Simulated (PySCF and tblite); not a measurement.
Results of a calculation; reference values are marked as such.
C9H8O, numbered as in [CH2:1]=[CH:2][C:3](=[O:4])[c:5]1[cH:6][cH:7][cH:8][cH:9][cH:10]1. Geometries GFN2-xTB; weights from PBE0-D3(BJ)/def2-SVP (IEF-PCM, chloroform) energies and GFN2-xTB thermal corrections, with symmetry numbers and mirror pairs. Conformers within 3 kcal/mol (GFN2-xTB free energy) were kept, 8 at most. GIAO shieldings: mPW1PW91/pcSseg-1 (IEF-PCM, chloroform). Shifts are against TMS (¹H), TMS (¹³C) at the same level; of two unlike H on one atom, a is the less shielded. (PySCF 2.14, tblite 0.8.)

Torsions listed: C1–C2–C3–O4, O4–C3–C5–C6. Of a mirror pair one member is shown.

```tsv
conformer	shape	point group	mirror pair	ΔE(DFT)	Δ(G−E) at 380 K	δ H1a (ppm)
1	13°, -149°	C1	yes	0.00	0.00	7.24
2	147°, -33°	C1	yes	1.05	0.10	6.17
```

Energies in kcal/mol; the thermal term leaves out symmetry numbers and mirror images.

Q: Work out the weights at 380 K and the ¹H shift of H1a under fast exchange.

A: RT = 0.755 kcal/mol. Each conformer gets RT ln(σ/g), with σ the rotational symmetry number and g = 2 for a mirror pair: 1: σ = 1, g = 2, G = 0.00 + 0.00 − 0.52 = -0.52, 0.00 above the lowest, exp(−ΔG/RT) = 1.000; 2: σ = 1, g = 2, G = 1.05 + 0.10 − 0.52 = 0.63, 1.15 above the lowest, exp(−ΔG/RT) = 0.218. The sum is 1.218, so the weights are 82.1, 17.9 %. The averaged shift is 7.05 ppm. At 298.15 K it is 7.11 ppm. At 298.15 K the leading conformer alone gives 7.24 ppm and bare DFT energies give 7.08 ppm.
